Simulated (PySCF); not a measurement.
CHO₂, SMILES [O]C=O, multiplicity 2. Atoms are numbered in the order given.

```xyz
4

O      0.0000     1.1607     0.1598
C      0.0000     0.0000    -0.1979
O      0.0000    -1.1607     0.1598
H      0.0000     0.0000    -1.3688
```
Charge 0, spin multiplicity 2.

Geometry optimised at PBE0-D3(BJ)/def2-TZVP. A frequency run showed that this geometry is not a minimum. The isomer is the one that the SMILES or the coordinates give; other isomers of the formula were not compared.

Level of theory: B3LYP/pcH-1 (PySCF).

Unrestricted Kohn–Sham, ⟨S²⟩ = 0.756. Hyperfine tensors hold the contact and dipolar terms, without spin-orbit corrections.

Computed hyperfine couplings:
| nucleus | A(iso) (MHz) | A(iso) (G) | dipolar principal values (MHz) |
|---|---|---|---|
| 17O no. 1 | -24.3 | -8.7 | -123.9, 60.1, 63.8 |
| 13C no. 2 | -93.5 | -33.4 | -11.8, 4.0, 7.8 |
| 17O no. 3 | -24.3 | -8.7 | -123.9, 60.1, 63.8 |
| 1H no. 4 | 721.7 | 257.5 | -7.5, -5.8, 13.3 |

### Question
And the g tensor (effective nuclear charges for spin-orbit coupling, GIAO)? (The exact figures need the calculation; the answer reports its results.)

### Answer
principal values 2.0007, 2.0020, 2.0065; isotropic 2.0030.
